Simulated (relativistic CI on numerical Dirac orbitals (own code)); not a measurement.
Spin-allowed bands of a d2 ion in an octahedral site, by hand

Problem. Take Δ = 7900 cm⁻¹ and B = 620 cm⁻¹ for a d2 ion in an octahedral site. Calculate the three spin-allowed bands.

Working.
1. The terms of highest spin are 3F (energy 0) and 3P (15B = 9300 cm⁻¹). Here the F term splits into A2 at +1.2Δ = 9480, T2 at +0.2Δ = 1580 and T1 at −0.6Δ = -4740 cm⁻¹.
2. The two T1 states mix through the element 0.4Δ: H = [[-4740, 3160], [3160, 9300]], with roots ½(H₁₁ + H₂₂) ∓ ½√[(H₂₂ − H₁₁)² + 4H₁₂²] = ½(4560) ∓ ½(15397) = -5418 and 9978 cm⁻¹.
3. The ground term is 3T1 at -5418 cm⁻¹.
4. Bands: 3T2 6998 cm⁻¹ (1429 nm), 3A2 14898 cm⁻¹ (671 nm), 3T1(P) 15397 cm⁻¹ (649 nm).

Check. Exact diagonalisation of the whole d2 shell with these parameters gives 3T2 6998, 3A2 14898, 3T1 15397 cm⁻¹. The match is exact, since without spin-orbit coupling no other term has this spin. The ratio of the second band to the first, 2.129, depends on Δ/B = 12.7 alone, which is how a Tanabe-Sugano diagram is read.
